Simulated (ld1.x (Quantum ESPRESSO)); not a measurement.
# Which change was made? (W, RRKJ)

```json
{"Element": "W", "Generator": "ld1.x (Quantum ESPRESSO) 7.5", "Type": "norm-conserving RRKJ (Kleinman–Bylander form)", "Functional": "PBE", "Relativity": "scalar-relativistic", "Frozen core": "[Kr] 4d10 4f14", "Valence charge": "14", "Reference configuration": "5s2 5p6 5d4 6s1.5 6p0 (charge +0.5)", "Partial waves": "5s (bound): rc 1.40 bohr; 5p (bound): rc 1.55 bohr; 5d (bound): rc 1.50 bohr; 5f channel at 0.15 Ry: rc 1.35 bohr", "Local potential": "the f channel", "Core correction": "none", "rho0": "0.005"}
```

Occupied shells without a wave of their own: 6s. They enter only through the test configuration that unscreens the potential.

Cutoffs, loose and tight: the cutoffs (Ry, on a coarse ladder) from which the occupation-weighted sum of valence levels, in a spherical-Bessel basis at the reference potential, stays within 10 and 1 mRy of its value at 400 Ry. They do not see the model core or the augmentation charge, which bear on the density cutoff. Test errors are all-electron minus pseudo excitation energies from the reference, over the configurations 5s2 5p6 5d4 6s2 6p0; 5s2 5p6 5d4 6s1 6p0; 5s2 5p6 5d4 6s0 6p0; 5s2 5p6 5d4 6s0 6p1; 5s2 5p6 5d5 6s1 6p0; 5s2 5p6 5d4.5 6s1.5 6p0; 5s2 5p6 5d3 6s0 6p0; variants that change the core or the reference have their own tests. The largest error is taken over the tests solved by every variant that gives reliable tests at all, those not shown here included: 5s2 5p6 5d3 6s0 6p0; 5s2 5p6 5d4 6s0 6p0; 5s2 5p6 5d4 6s1 6p0; 5s2 5p6 5d4 6s2 6p0; 5s2 5p6 5d4.5 6s1.5 6p0; 5s2 5p6 5d5 6s1 6p0.

The base gives: outcome: generated, misses its reference levels by 0.61 eV; cutoff, loose: 160 Ry; cutoff, tight: 230 Ry; bound ghosts: s, p, d; largest test error (meV): +1661.

(1) After one change the result is: outcome: failed: run_pseudo: Errors in PS-KS equation. Which change was it?
A. wave 5s (bound): rc 1.40 bohr becomes 5s (bound): rc 0.88 bohr
B. wave 5s (bound): rc 1.40 bohr becomes 5s (bound): rc 1.84 bohr
C. wave 5s (bound): rc 1.40 bohr becomes 5s (bound): rc 1.16 bohr
D. wave 5s (bound): rc 1.40 bohr becomes 5s (bound): rc 2.14 bohr

Answers

(1) D. The others give: wave 5s (bound): rc 1.40 bohr becomes 5s (bound): rc 0.88 bohr → outcome: generated, misses its reference levels by 0.61 eV; cutoff, loose: 200 Ry; cutoff, tight: 300 Ry; bound ghosts: s, p, d; largest test error (meV): +1671 | wave 5s (bound): rc 1.40 bohr becomes 5s (bound): rc 1.16 bohr → outcome: generated, misses its reference levels by 0.59 eV; cutoff, loose: 160 Ry; cutoff, tight: 260 Ry; bound ghosts: s, p, d; largest test error (meV): +1614 | wave 5s (bound): rc 1.40 bohr becomes 5s (bound): rc 1.84 bohr → outcome: generated, misses its reference levels by 0.66 eV; cutoff, loose: 140 Ry; cutoff, tight: 230 Ry; bound ghosts: s, p, d; largest test error (meV): +1792.
